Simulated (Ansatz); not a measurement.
C3H6F2Si (`C[SiH2]/C(F)=C\F`), relaxed with RKS PBE-D4/def2-SVP in Ansatz from a rough embedded geometry. The force threshold is 0.03 eV/Å; the program also tests the step.

Total charge 0; spin multiplicity 1.

Start:

```xyz
12

C     0.849    0.624   -1.438
Si    0.694    0.582    0.390
C    -0.340   -0.823    0.987
F     0.326   -1.664    1.845
C    -1.605   -0.991    0.729
F    -2.344   -0.162   -0.030
H     1.419    1.467   -1.785
H     1.226   -0.269   -1.828
H    -0.220    0.723   -1.858
H     0.138    1.862    0.904
H     2.067    0.463    0.951
H    -2.212   -1.812    1.133
```

```csv
step,energy (eV),largest force (eV/Å),largest move (Å)
1,-16496.5713,2.971,0.000
2,-16496.8628,0.923,0.089
3,-16496.8989,0.293,0.061
4,-16496.9084,0.143,0.037
5,-16496.9105,0.096,0.010
6,-16496.9111,0.040,0.012
7,-16496.9113,0.009,0.015
```

End:

```xyz
12

C     0.785    0.631   -1.469
Si    0.738    0.634    0.417
C    -0.317   -0.817    1.055
F     0.276   -1.732    1.865
C    -1.615   -1.009    0.742
F    -2.248   -0.128   -0.059
H     1.362    1.497   -1.853
H     1.253   -0.298   -1.851
H    -0.246    0.692   -1.869
H     0.152    1.926    0.919
H     2.104    0.450    1.016
H    -2.244   -1.846    1.087
```

Run time 11 s (4 threads of an Arm Neoverse V1 on a shared host); peak host memory 0.16 GiB.
